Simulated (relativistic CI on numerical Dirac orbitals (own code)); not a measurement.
# What each ingredient does to the levels of Tl⁴⁴⁺

Base calculation: Dirac-Coulomb-Breit CI, separate exchange-only KLI orbitals for each configuration, model QED, unscaled Slater integrals.

Configuration list (outside the closed core [Ar] 3d10): 4s2.4p6.4d, 4s2.4p6.4f, 4s2.4p5.4d2, 4s.4p6.4d2, 4s2.4p5.4d.4f, 4s.4p6.4d.4f, 4s2.4p6.5s, 4s2.4p6.5p, 4p6.4d3, 4p5.4d4, 4p5.4d3.4f, 4s.4p6.4f2, 4s.4p5.4f3, 4p6.4f3. Double excitations out of closed p, d and f shells are left out; levels of such configurations are missing from the list, as are those of other unlisted configurations, and high levels can miss mixing partners.

The lowest level and the first level of each name with at least 55 % of one term (blank where a level has no safe partner in the second run):

```csv
Level,Base (eV),Shift (eV)
4s2.4p6.4d 2D_3/2,0.000,0.000
4s2.4p6.4d 2D_5/2,31.171,0.000
4s2.4p5.4d2 4D°_1/2,178.989,+0.208
4s2.4p5.4d2 4G°_9/2,209.558,+0.210
4s2.4p5.4d2 2H°_11/2,214.618,+0.210
4s2.4p5.4d2 2G°_9/2,224.013,+0.208
4s2.4p5.4d2 4G°_11/2,240.857,+0.210
4s2.4p5.4d2 2P°_1/2,245.038,+0.208
4s2.4p6.4f 2F°_5/2,267.316,+1.232
4s2.4p5.4d.4f 4G_5/2,418.948,+2.208
4s2.4p5.4d.4f 4D_1/2,430.073,+2.154
```

At this charge energies of transitions that change n are usually good to better than 1 %, and those within a shell (Δn = 0) to a few per cent.

**Question.** One thing was changed in a second run, which moved the levels as shown. Which?
A. non-relativistic limit
B. Breit term removed
C. P86 correlation estimate
D. QED terms removed
E. configuration mixing switched off

**Answer.** C. P86 correlation estimate. A correlation estimate moves all levels of a configuration together before mixing; mixed levels move by a weighted share.

LS names give the leading component of a level, which can be under half, so a name can repeat, a term be missing and a line seem to break the LS rules.
